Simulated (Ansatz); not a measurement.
Ansatz (an electronic-structure program) input:

Ansatz 0.2 input:
```yaml
crystal:
  periodic: [false, false, false]
  atoms:
    - {symbol: W, position_ang: [0.00000000, 0.00000000, 0.00000000]}
    - {symbol: F, position_ang: [0.00000000, 0.00000000, 1.83133360]}
    - {symbol: F, position_ang: [-0.00000000, -0.00000000, -1.83133360]}
basis:
  gaussian:
    orbitals: def2-SVPD
magnetization: {spin_polarized: true, initial_magnetization: 2}
correlation: {method: ccsd_t, electrons: outside_noble_gas}
output: {forces: true}
```

**Question.** Which total energy does the run end on?

**Answer.** -265.70124 Eh (CCSD(T)/def2-SVPD). The basis has 81 functions.

The spin state was set by rule; other spins were not relaxed.
